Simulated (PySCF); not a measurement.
An unknown shows these calculated signals:

¹H NMR (400 MHz, computed): δ 5.98 (m, 1H), 5.90 (m, 1H), 5.54 (m, 1H), 5.37 (d, 1H), 5.18 (d, 1H), 3.75 (m, 1H), 3.70 (m, 1H), 0.29 (br s, 2H), -0.27 (br s, 1H).

¹³C{¹H} NMR (computed): δ 53.6 (CH2).

Theory: coordinates at the GFN2-xTB level, PBE0/pcSseg-1 with gauge-including orbitals, in PySCF 2.14 (a single conformation, no solvent, non-relativistic Hamiltonian, one averaged value for each set of equivalent atoms).

References, each an isolated molecule treated in the same way: TMS for ¹H, ¹³C.

Question: Which of these does the molecule contain: a Si–H bond, an NH or NH2 group, an S-methyl group, a carboxylic acid, a nitrile?

Answer: 
- A Si–H bond: yes (δH 5.18 (d), 5.37 (d)).
- An NH or NH2 group: yes (δH 0.29 (br s)).
- An S-methyl group: no.
- A carboxylic acid: no.
- A nitrile: no.

The data belong to `InChI=1S/CH10N2OSi3/c2-5-4-7-1-3-6-7/h3,7H,1-2,5-6H2/t7-/m0/s1`; they needn't prove each group on their own.

Carbon signals by region: 1 at 50–100 ppm.

Exchangeable OH/NH protons stand at their gas-phase positions; hydrogen bonding in a real sample shifts them, mostly to higher δ. Shifts are as computed. Against solution values, carbons near 30 ppm lie about +3 ppm off and those near 130 ppm about +5 ppm. Of 1211 compounds with measured shifts, 218 miss one by over three times the rms of a fit or turn the order of signals round; such compounds aren't used in these exercises. Multiplicities follow the n + 1 count of equivalent neighbours, as no J values were calculated; m marks all less simple cases, F and P coupling included.
